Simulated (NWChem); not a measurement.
System: MgF2 cation, doublet; SMILES of the neutral closed-shell parent [F][Mg][F]

Output (shortened):

```
             Northwest Computational Chemistry Package (NWChem) 7.3.0
             --------------------------------------------------------

 C2V symmetry detected

                             Geometry "geometry" -> ""
                             -------------------------

 Output coordinates in angstroms (scale by  1.889725989 to convert to a.u.)

  No.       Tag          Charge          X              Y              Z
 ---- ---------------- ---------- -------------- -------------- --------------
    1 Mg                  12.0000     0.00000000     0.00000000     0.00681240
    2 F                    9.0000     1.82957500     0.00000000    -0.00454160
    3 F                    9.0000    -1.82957500     0.00000000    -0.00454160

 Effective nuclear repulsion energy (a.u.)      74.1875918838

      Symmetry information
      --------------------

 Group name             C2v
 Group number             16
 Group order               4
 No. of unique centers     2

                                 NWChem DFT Module
                                 -----------------

 Summary of "ao basis" -> "ao basis" (spherical)
 ------------------------------------------------------------------------------
       Tag                 Description            Shells   Functions and Types
 ---------------- ------------------------------  ------  ---------------------
 Mg                         def2-svp                 8       18   4s3p1d
 F                          def2-svp                 6       14   3s2p1d

      Symmetry analysis of basis
      --------------------------

        a1         19
        a2          5
        b1         14
        b2          8

            General Information
            -------------------
          SCF calculation type: DFT
          Wavefunction type:  spin polarized.
          No. of atoms     :     3
          No. of electrons :    29
           Alpha electrons :    15
            Beta electrons :    14
          Charge           :     1
          Spin multiplicity:     2
          Use of symmetry is: on ; symmetry adaption is: on
          Maximum number of iterations: 150
          AO basis - number of functions:    46
                     number of shells:    20
          Convergence on energy requested:  1.00D-06
          Convergence on density requested:  1.00D-05
          Convergence on gradient requested:  5.00D-04

              XC Information
              --------------
                      r^2SCAN Method XC Functional
               r^2SCAN metaGGA Exchange Functional  1.000
                     r^2SCAN Correlation Potential  1.000

             Grid Information
             ----------------
          Grid used for XC integration:  xcoarse
          Radial quadrature: Mura-Knowles
          Angular quadrature: Lebedev.
          Tag              B.-S. Rad. Rad. Pts. Rad. Cut. Ang. Pts.
          ---              ---------- --------- --------- ---------
          Mg                  1.50       42           7.0       194
          F                   0.50       21           8.0       194
          Grid pruning is: on
          Number of quadrature shells:    63
          Spatial weights used:  Erf1

      Superposition of Atomic Density Guess
      -------------------------------------

 Sum of atomic energies:        -398.11983344

 Renormalizing density from      30.00 to     29

      Non-variational initial energy
      ------------------------------

 Total energy =    -389.618915
 1-e energy   =    -681.479320
 2-e energy   =     217.672813
 HOMO         =      -1.048660
 LUMO         =      -0.419726

   Symmetry analysis of molecular orbitals - initial alpha
   -------------------------------------------------------

  Numbering of irreducible representations:

     1 a1          2 a2          3 b1          4 b2

  Orbital symmetries:

     1 a1          2 a1          3 b1          4 a1          5 b1
     6 a1          7 b2          8 a1          9 b1         10 a1
    11 b1         12 a1         13 b2         14 a2         15 b1
    16 a1         17 b2         18 a1         19 b1         20 a1
    21 b2         22 a1         23 a2         24 b1         25 a1

   Symmetry analysis of molecular orbitals - initial beta
   ------------------------------------------------------

  Numbering of irreducible representations:

     1 a1          2 a2          3 b1          4 b2

  Orbital symmetries:

     1 a1          2 a1          3 b1          4 a1          5 b1
     6 a1          7 b2          8 a1          9 b1         10 a1
    11 b1         12 a1         13 b2         14 a2         15 b1
    16 a1         17 b2         18 a1         19 b1         20 a1
    21 b2         22 a1         23 a2         24 b1         25 a1

     ---------------------------------------------
      Total Density - Mulliken Population Analysis
     ---------------------------------------------

    Atom       Charge   Shell Charges
 -----------   ------   -------------------------------------------------------
    1 Mg  12    10.26   2.00  2.00  0.12 -0.01  6.03  0.05  0.02  0.04
    2 F    9     9.37   1.99  1.23  0.75  3.56  1.84  0.00
    3 F    9     9.37   1.99  1.23  0.75  3.56  1.84  0.00

     --------------------------------------------
      Spin Density - Mulliken Population Analysis
     --------------------------------------------

    Atom       Charge   Shell Charges
 -----------   ------   -------------------------------------------------------
    1 Mg  12     0.01  -0.00  0.00  0.00 -0.00  0.00  0.00 -0.00  0.01
    2 F    9     0.49   0.00  0.00  0.00  0.33  0.17  0.00
    3 F    9     0.49   0.00  0.00  0.00  0.33  0.17  0.00

   convergence    iter        energy       DeltaE   RMS-Dens  Diis-err
 ---------------- ----- ----------------- --------- --------- ---------
 d= 0,ls=0.0,diis     1   -398.9759204771 -4.73D+02  1.45D-02  3.60D-01
                                                     1.56D-02  3.68D-01
 d= 0,ls=0.5,diis     2   -398.8234150346  1.53D-01  5.66D-03  8.59D-01
                                                     5.51D-03  7.39D-01
 d= 0,ls=0.5,diis     3   -399.0679595521 -2.45D-01  2.28D-03  7.29D-02
                                                     2.20D-03  6.03D-02
 d= 0,ls=0.5,diis     4   -399.0952944047 -2.73D-02  9.40D-04  5.26D-03
                                                     9.52D-04  4.49D-03
 d= 0,ls=0.5,diis     5   -399.0986313305 -3.34D-03  4.31D-04  8.43D-04
                                                     4.55D-04  8.38D-04
  Resetting Diis
 d= 0,ls=0.5,diis     6   -399.0993442679 -7.13D-04  2.22D-04  2.87D-04
                                                     2.43D-04  3.17D-04
 d= 0,ls=0.5,diis     7   -399.0995755969 -2.31D-04  1.85D-04  8.31D-05
                                                     2.06D-04  1.01D-04
 d= 0,ls=0.5,diis     8   -399.0996498239 -7.42D-05  7.91D-05  6.14D-05
                                                     8.61D-05  5.14D-05
 d= 0,ls=0.5,diis     9   -399.0996749795 -2.52D-05  3.85D-05  1.26D-05
                                                     4.01D-05  9.95D-06
 d= 0,ls=0.5,diis    10   -399.0996813184 -6.34D-06  1.53D-05  6.15D-07
                                                     1.93D-05  8.97D-07
 d= 0,ls=0.5,diis    11   -399.0996824638 -1.15D-06  7.24D-06  1.75D-07
                                                     1.12D-05  3.94D-07
 d= 0,ls=0.5,diis    12   -399.0996828467 -3.83D-07  3.78D-06  8.08D-08
                                                     6.78D-06  1.57D-07

         Total DFT energy =     -399.099682980594
      One electron energy =     -697.678276312444
           Coulomb energy =      261.406612779360
    Exchange-Corr. energy =      -37.015611331270
 Nuclear repulsion energy =       74.187591883761

 Numeric. integr. density =       28.999174314251

                  Occupations of the irreducible representations
                  ----------------------------------------------

                     irrep           alpha         beta
                     --------     --------     --------
                     a1                7.0          7.0
                     a2                1.0          1.0
                     b1                5.0          4.0
                     b2                2.0          2.0

                    DFT Final Alpha Molecular Orbital Analysis
                    ------------------------------------------

 Vector   13  Occ=1.000000D+00  E=-6.558634D-01  Symmetry=b1
              MO Center=  1.3D-14, -4.3D-16, -4.5D-03, r^2= 3.9D+00
   Bfn.  Coefficient  Atom+Function         Bfn.  Coefficient  Atom+Function
  ----- ------------  ---------------      ----- ------------  ---------------
    22      0.469606  2 F  px                36      0.469606  3 F  px
    25     -0.295706  2 F  px                39     -0.295706  3 F  px
     8      0.149515  1 Mg px                 5      0.131396  1 Mg px
    20     -0.064165  2 F  s                 34      0.064165  3 F  s
    21     -0.048141  2 F  s                 35      0.048141  3 F  s

[...]

                         DFT ENERGY GRADIENTS

    atom               coordinates                        gradient
                 x          y          z           x          y          z
   1 Mg      0.000000   0.000000   0.012874    0.000000   0.000000  -0.000083
   2 F       3.457395   0.000000  -0.008582   -0.008610   0.000000   0.000042
   3 F      -3.457395   0.000000  -0.008582    0.008610   0.000000   0.000042
```

Level: r2SCAN/def2-SVP, spin-unrestricted. Coordinates come from a PBE0-D3(BJ)/def2-TZVP, spin-unrestricted optimisation. This spin state was assumed; another may lie lower. No stability test was run on the SCF state.

Question: Which NWChem input produces such a log?

Answer: Several could match; the one computed here: the input that was run:
```
start job
memory heap 200 mb stack 900 mb global 1100 mb
charge 1
geometry units angstroms noautoz
  Mg     0.000000     0.000000    -0.001189
  F      1.829575     0.000000    -0.012543
  F     -1.829575     0.000000    -0.012543
end
basis spherical
  * library def2-svp
end
dft
  odft
  mult 2
  xc r2scan
  grid xcoarse
  iterations 150
  mulliken
end
task dft gradient
```
